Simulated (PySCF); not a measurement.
CHF, SMILES [CH]F (connectivity only; charge and spin as stated), neutral, multiplicity 1.

The structure is a stationary point at B3LYP-D3(BJ)/def2-TZVPD. The isomer is the one that the SMILES or the coordinates give; other isomers of the formula were not compared.

Two levels are set side by side: TDA-PBE/def2-TZVPD (PySCF) and ADC(2)/aug-cc-pVDZ (PySCF). Vertical, same geometry; the bases differ. Differences are taken from unrounded values.

```
quantity                        ADC(2)  TDA-PBE  TDA-PBE minus ADC(2)
------------------------------  ------  -------  --------------------
lowest singlet excitation (eV)    2.36     2.39                  0.03
```

Here PBE gives about what the other level gives.

Rough cost on one machine, each run with all the roots and properties that it gave: ADC(2) against TDA-PBE within a factor of 2.
